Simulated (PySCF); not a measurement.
## TlZn and its ions

PBE0; Tl def2-SVP with ECP60, Zn def2-SVP; scalar-relativistic core potentials (PySCF 2.14). Neutral (UKS): doublet (π ↑), Re = 2.886 Å, ωe = 97.4 cm⁻¹, De = 0.35 eV, HOMO -3.47 eV, LUMO -1.94 eV.

TlZn⁺ (UKS): singlet (closed shell), Re = 3.113 Å, ωe = 90.2 cm⁻¹. The energies at the minima are -1951.38871 hartree for TlZn and -1951.19943 for TlZn⁺.

Work out the adiabatic ionisation energy, without and with harmonic zero-point energies (1 hartree = 27.2114 eV, 1 eV = 8065.5 cm⁻¹), and the change of the bond length.

At PBE0: 0.18928 hartree = 5.151 eV between the minima; the zero-point term (90.2 − 97.4)/2 cm⁻¹ = -0.000 eV makes it 5.150 eV. Re changes by +22.7 pm against the neutral. The electron leaves a π orbital, and the longer bond of the ion fits a bonding orbital, or a change in how ionic the bond is.

Closed-shell solutions of metal pairs were not tested for spin polarisation, which can lower them a little. Weak bonds: TlZn. Basis-set superposition, not corrected here, can be much of De in a small basis, most of all at correlated wavefunction levels. Spin–orbit coupling is left out, which matters for elements this heavy, above all for dissociation energies. States were picked by a PBE0 search and need not be the measured ground states.
